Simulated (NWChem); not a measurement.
# CH$_{5}$O$_{2}$Sc; SMILES [CH3][Sc]([OH])[OH]

```xyz
9

Sc     0.0060    -0.0984     0.0000
O      1.7320    -0.7672     0.0000
H      2.5185    -1.3124     0.0000
O     -1.5487    -1.1035     0.0000
H     -2.2059    -1.7992     0.0000
C     -0.2038     2.0988     0.0000
H     -1.2538     2.4418     0.0000
H      0.2861     2.5551    -0.8818
H      0.2861     2.5551     0.8818
```
Atoms are numbered in this order, from 1.

Computed with NWChem. Geometry: optimised at PBE0/def2-SVP. No frequency run checked for a minimum. Ions are spin-unrestricted doublets at the neutral geometry. Hybrids' shares of exact exchange are those that their runs print; pure functionals count as 0. The functionals differ in more than this share.

```csv
row,share of exact exchange,ΔSCF ionisation energy minus −ε(HOMO) (eV)
PBE/def2-SVP,0.00,3.43
"LDA (Slater exchange, VWN5)/def2-SVP",0.00,3.54
B3LYP/def2-SVP,0.20,2.57
M06-2X/def2-SVP,0.54,withheld
Hartree-Fock/def2-SVP,1.00,-1.83
```

### Question
Fit a straight line of the last column on the one before it, predict the withheld value, and compare with the run.

### Answer

1. Means of the 4 shown rows: x = 0.300, y = 1.928. Slope Σ(x − x̄)(y − ȳ)/Σ(x − x̄)² = -3.629/0.6800 = -5.337; intercept 3.529.
2. The shown rows scatter about the line by 0.074 (root mean square); the largest residual is +0.11, at B3LYP/def2-SVP.
3. At x = 0.54 (M06-2X/def2-SVP; inside the shown range) the line gives 0.65.
4. The run gives 1.21, +0.56 from the line, 7.5 times the scatter. The line crosses zero at a share of 0.66.
